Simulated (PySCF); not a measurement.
C2H9AsGa (SMILES [CH3][Ga+]([CH3])<-[AsH3]), charge +1, singlet, geometry from GFN2-xTB (such geometries of metal compounds can be far from the true shape); CASCI(2,2)/STO-3G in PySCF.

The PySCF input:
```python
from pyscf import gto, scf, mcscf
import numpy

mol = gto.M(
    atom='''
Ga   -0.05475711    1.18768642    0.32129430
C     1.49577340    1.86651082   -0.82640775
H     2.40293652    1.32010966   -0.54792617
H     1.64773674    2.93836277   -0.66945764
H     1.26259826    1.67735925   -1.87937354
C    -1.63071777    1.02269065    1.61430910
H    -2.50396374    0.66334629    1.06003037
H    -1.85659698    1.99141391    2.06949851
H    -1.36917665    0.30017178    2.39446808
As    0.07932058   -1.68467997   -0.45958230
H     0.54515579   -2.74078624    0.47891962
H     0.88298055   -2.23702566   -1.58190483
H    -1.12211304   -2.47200040   -0.84557014
''',
    basis='sto-3g',
    charge=1,
    verbose=4,
)

mf = scf.RHF(mol)
mf.kernel()
mc = mcscf.CASCI(mf, 2, 2)
mc.fix_spin_(ss=0.0)
mc.kernel()
occ = numpy.linalg.eigvalsh(mc.fcisolver.make_rdm1(mc.ci, mc.ncas, mc.nelecas))[::-1]
ss = mc.fcisolver.spin_square(mc.ci, mc.ncas, mc.nelecas)[0]
print('natural occupations', occ.round(4), ' <S^2>', round(ss, 4))
```

What the program printed (banner, timings and long lists left out):

```
PySCF version 2.14.0

[INPUT] verbose = 4
[INPUT] num. atoms = 13
[INPUT] num. electrons = 84
[INPUT] charge = 1
[INPUT] spin (= nelec alpha-beta = 2S) = 0
[INPUT] symmetry False subgroup None
[INPUT] Mole.unit = angstrom
[INPUT] Symbol           X                Y                Z      unit          X                Y                Z       unit  Magmom
[INPUT]  1 Ga    -0.054757110000   1.187686420000   0.321294300000 AA   -0.103475941273   2.244402055665   0.607158232384 Bohr   0.0
[INPUT]  2 C      1.495773400000   1.866510820000  -0.826407750000 AA    2.826602070410   3.527194258337  -1.561684314718 Bohr   0.0
[INPUT]  3 H      2.402936520000   1.320109660000  -0.547926170000 AA    4.540891917515   2.494645711793  -1.035430397782 Bohr   0.0
[INPUT]  4 H      1.647736740000   2.938362770000  -0.669457640000 AA    3.113771163984   5.552700889918  -1.265091591598 Bohr   0.0
[INPUT]  5 H      1.262598260000   1.677359250000  -1.879373540000 AA    2.385964916752   3.169749595006  -3.551501276354 Bohr   0.0
[INPUT]  6 C     -1.630717770000   1.022690650000   1.614309100000 AA   -3.081609971761   1.932605238653   3.050602079393 Bohr   0.0
[INPUT]  7 H     -2.503963740000   0.663346290000   1.060030370000 AA   -4.731805694442   1.253542813846   2.003167083021 Bohr   0.0
[INPUT]  8 H     -1.856596980000   1.991413910000   2.069498510000 AA   -3.508459815895   3.763226890549   3.910785399095 Bohr   0.0
[INPUT]  9 H     -1.369176650000   0.300171780000   2.394468080000 AA   -2.587368884649   0.567242454523   4.524888885213 Bohr   0.0
[INPUT] 10 As     0.079320580000  -1.684679970000  -0.459582300000 AA    0.149894172242  -3.183583750840  -0.868484678698 Bohr   0.0
[INPUT] 11 H      0.545155790000  -2.740786240000   0.478919620000 AA    1.030195138321  -5.179335359576   0.905026917481 Bohr   0.0
[INPUT] 12 H      0.882980550000  -2.237025660000  -1.581904830000 AA    1.668591412818  -4.227365831024  -2.989366883827 Bohr   0.0
[INPUT] 13 H     -1.122113040000  -2.472000400000  -0.845570140000 AA   -2.120486326403  -4.671403735815  -1.597895983710 Bohr   0.0

nuclear repulsion = 479.151479438989
number of shells = 31
number of NR pGTOs = 165
number of NR cGTOs = 55
basis = sto-3g
ecp = {}

******** <class 'pyscf.scf.hf.RHF'> ********
method = RHF
initial guess = minao
damping factor = 0
level_shift factor = 0
DIIS = <class 'pyscf.scf.diis.CDIIS'>
diis_start_cycle = 1
diis_space = 8
diis_damp = 0
SCF conv_tol = 1e-09
SCF conv_tol_grad = None
SCF max_cycles = 50
direct_scf = True
direct_scf_tol = 1e-13
Set gradient conv threshold to 3.16228e-05
Initial guess from minao.
init E= -4184.41032936727
  HOMO = -0.593688441504173  LUMO = -0.308826798651575  gap/eV = 7.75148
cycle= 1 E= -4189.90281435931  delta_E= -5.49  |g|= 0.552  |ddm|= 3.74
  HOMO = -0.248131876851009  LUMO = 0.044492476312741  gap/eV = 7.96271
cycle= 2 E= -4190.06038311762  delta_E= -0.158  |g|= 0.124  |ddm|= 1.24
  HOMO = -0.460299528364795  LUMO = -0.0329220570203314  gap/eV = 11.62953
cycle= 3 E= -4190.06604393389  delta_E= -0.00566  |g|= 0.0312  |ddm|= 0.203
  HOMO = -0.477074149195292  LUMO = -0.0402848100448456  gap/eV = 11.88564
cycle= 4 E= -4190.06675433509  delta_E= -0.00071  |g|= 0.013  |ddm|= 0.0882
  HOMO = -0.483279720181775  LUMO = -0.0417096245283669  gap/eV = 12.01573
cycle= 5 E= -4190.06684059283  delta_E= -8.63e-05  |g|= 0.00189  |ddm|= 0.0321
  HOMO = -0.483044025553527  LUMO = -0.0414379640992251  gap/eV = 12.01671
cycle= 6 E= -4190.0668451193  delta_E= -4.53e-06  |g|= 0.000831  |ddm|= 0.00705
  HOMO = -0.483471995249885  LUMO = -0.0415431483409388  gap/eV = 12.02550
cycle= 7 E= -4190.06684658661  delta_E= -1.47e-06  |g|= 0.000465  |ddm|= 0.00448
  HOMO = -0.483506322224954  LUMO = -0.0415188756490572  gap/eV = 12.02709
cycle= 8 E= -4190.0668473573  delta_E= -7.71e-07  |g|= 0.000145  |ddm|= 0.00484
  HOMO = -0.483509886137706  LUMO = -0.0414934663207612  gap/eV = 12.02788
cycle= 9 E= -4190.06684742966  delta_E= -7.24e-08  |g|= 4.58e-05  |ddm|= 0.00171
  HOMO = -0.483513935895347  LUMO = -0.0414930085652735  gap/eV = 12.02800
cycle= 10 E= -4190.06684743492  delta_E= -5.26e-09  |g|= 2.85e-05  |ddm|= 0.000251
  HOMO = -0.483512243288508  LUMO = -0.0414921290406934  gap/eV = 12.02798
cycle= 11 E= -4190.06684743792  delta_E= -3e-09  |g|= 1.38e-05  |ddm|= 0.000239
  HOMO = -0.483512841813663  LUMO = -0.0414926849481699  gap/eV = 12.02798
cycle= 12 E= -4190.06684743867  delta_E= -7.46e-10  |g|= 6.73e-06  |ddm|= 0.000133
  HOMO = -0.4835125994239  LUMO = -0.0414926532867678  gap/eV = 12.02798
Extra cycle  E= -4190.06684743874  delta_E= -7e-11  |g|= 5.23e-06  |ddm|= 2.12e-05
converged SCF energy = -4190.06684743874

******** <class 'pyscf.mcscf.casci.CASCI'> ********
CAS (1e+1e, 2o), ncore = 41, nvir = 12
natorb = False
canonicalization = True
sorting_mo_energy = False
******** <class 'pyscf.fci.addons.SpinPenaltyFCISolver'> ********
max. cycles = 200
conv_tol = 1e-08
davidson only = True
linear dependence = 1e-12
level shift = 0.001
max iter space = 12
nroots = 1
pspace_size = 400
spin = None
Density matrix diagonal elements [1.99953763e+00 4.62372550e-04]
CASCI converged
CASCI E = -4190.06699279526  E(CI) = -1.85575485897152  S^2 = 0.0000000
natural occupations [1.9995e+00 5.0000e-04]  <S^2> 0.0
```
